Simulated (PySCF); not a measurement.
```xyz
21

B      3.6027    -0.1294    -0.3719
C      2.0653    -0.1025    -0.2111
C      1.3024    -1.3031    -0.0488
C     -0.0931    -1.3303     0.1004
B     -0.7803    -2.7017     0.2652
C     -0.7936    -0.0585     0.0881
C     -2.2043     0.0653     0.2291
C     -2.7854     1.3234     0.2050
C     -1.9548     2.4677     0.0391
N     -0.6409     2.4068    -0.0959
C     -0.0548     1.1704    -0.0736
C      1.3599     1.1114    -0.2193
H      4.2013    -1.1891    -0.3620
H      4.2182     0.9115    -0.5088
H      1.8444    -2.2625    -0.0409
H     -1.9826    -2.8300     0.3990
H     -0.0901    -3.7037     0.2611
H     -2.8154    -0.8393     0.3555
H     -3.8737     1.4472     0.3119
H     -2.4101     3.4749     0.0185
H      1.8850     2.0717    -0.3405
```

Charge 0, multiplicity 1.

Problem. Give the Mulliken and meta-Löwdin atomic charges from PySCF with PBE-D3(BJ)/def2-TZVP // PBE-D3(BJ)/def2-SVP.

Solution. 
| atom | Mulliken (e) | meta-Löwdin (e) |
|---|---|---|
| B1 | -0.08 | -0.06 |
| C2 | 0.18 | -0.08 |
| C3 | -0.21 | -0.04 |
| C4 | 0.04 | -0.09 |
| B5 | -0.07 | -0.07 |
| C6 | 0.05 | 0.02 |
| C7 | -0.16 | -0.09 |
| C8 | -0.08 | -0.13 |
| C9 | -0.05 | 0.00 |
| N10 | -0.12 | -0.23 |
| C11 | 0.17 | 0.09 |
| C12 | -0.28 | -0.04 |
| H13 | 0.01 | 0.01 |
| H14 | 0.01 | 0.01 |
| H15 | 0.12 | 0.13 |
| H16 | -0.01 | 0.01 |
| H17 | 0.00 | 0.02 |
| H18 | 0.13 | 0.14 |
| H19 | 0.12 | 0.13 |
| H20 | 0.12 | 0.13 |
| H21 | 0.10 | 0.14 |
